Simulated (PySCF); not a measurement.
An unknown gives this computed stick spectrum. Theory: TDDFT B3LYP/def2-SVPD, vertical, gas phase, core orbitals frozen in the response in PySCF. Geometries: GFN2-xTB, one conformer each.

```tsv
state	E (eV)	f	main configurations (H = HOMO, L = LUMO)
S1	5.65	0.011	H→L (85%), H→L+1 (14%)
S2	5.69	0.0009	H→L+1 (83%), H→L (15%)
S3	6.45	0.0044	H→L+2 (99%)
S4	6.88	0.0034	H→L+3 (95%)
S5	7.17	0.0035	H→L+4 (76%), H-1→L (9%)
S6	7.25	0.014	H→L+5 (93%)
S7	7.37	0.057	H-1→L (53%), H-1→L+1 (40%)
S8	7.53	0.037	H→L+7 (53%), H→L+6 (25%)
```

Triplets computed (Tamm–Dancoff): 5.18, 5.36, 6.24 eV.

Question: Which candidate is it? All have the formula C2H5F3SSi.
A. `FC(F)(F)C[SiH2]S`
B. `S(C)C[Si](F)(F)F`
C. `FC(F)(F)CS[SiH3]`
D. `CS[Si@H](F)C(F)F`
E. `C[Si@@H](S)C(F)(F)F`

Answer: C. Its S1 lies at 5.65 eV; the nearest of the others has S1 at 5.91 eV. S1 is HOMO→LUMO (85%), HOMO→LUMO+1 (14%). Löwdin shares by element: HOMO sulfur 71%, carbon 9% or more, silicon 9%; LUMO silicon 38%, sulfur 22%, hydrogen 20% or more (atoms not listed hold the other 20%). At the same level the other candidates give, for their lowest levels:
- `C[Si@@H](S)C(F)(F)F`: 5.91 eV (f 0.007); 6.24 eV (f 0.026); 6.83 eV (f 0.004); 7.20 eV (f 0.036); 7.56 eV (f 0.017); T1 5.52 eV; HOMO -7.56, LUMO -0.51 eV
- `CSC[Si](F)(F)F`: 5.12 eV (f 0.006); 5.54 eV (f 0.008); 5.99 eV (f 0.011); 6.62 eV (f 0.008); 6.72 eV (f 0.030); T1 4.62 eV; HOMO -6.67, LUMO -0.38 eV
- `FC(F)(F)C[SiH2]S`: 5.96 eV (f 0.023); 6.08 eV (f 0.005); 6.64 eV (f 0.007); 7.32 eV (f 0.002); 7.41 eV (f 0.012); T1 5.60 eV; HOMO -7.43, LUMO -0.40 eV
- `CS[Si@H](F)C(F)F`: 5.33 eV (f 0.002); 6.22 eV (f 0.030); 6.67 eV (f 0.019); 6.84 eV (f 0.014); 7.03 eV (f 0.020); T1 4.98 eV; HOMO -7.36, LUMO -0.90 eV

Conformer computed: `[F:1][C:2]([F:3])([F:4])[CH2:5][S:6][SiH3:7]`: F1–C2–C5–S6 70°, C2–C5–S6–Si7 -68°.
